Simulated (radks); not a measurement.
The numbers below are computed, except where a source is named.
Question: All-electron atom: Te34+ in [Ar] (the NIST ground configuration). Code: a radial shooting solver on a logarithmic mesh with Libxc functionals. Model: Dirac Kohn-Sham, relativistic LDA (MacDonald-Vosko exchange, VWN5 correlation), spin-unpolarised, spherical densities, finite nucleus; Fermi nuclear charge, rms radius 4.7423 fm. Some entries of the table are withheld. Estimate them.

orbital  occ.  eigenvalue (hartree)  r(max) (bohr)  <r> (bohr)
1s1/2       2             -1221.025        0.01801     0.02792
2s1/2       2             -242.2256         0.1014      0.1186
2p1/2       2             -231.8559            (1)      0.1001
2p3/2       4             -221.7068            (2)      0.1054
3s1/2       2             -89.69364         0.2773         (3)
3p1/2       2             -85.84985            (4)      0.2807
3p3/2       4             -83.43695            (5)      0.2892

Answer: 
(1) 2p1/2 r(max) (bohr): 0.07783
(2) 2p3/2 r(max) (bohr): 0.08245
(3) 3s1/2 <r> (bohr): 0.2945
(4) 3p1/2 r(max) (bohr): 0.2615
(5) 3p3/2 r(max) (bohr): 0.2701
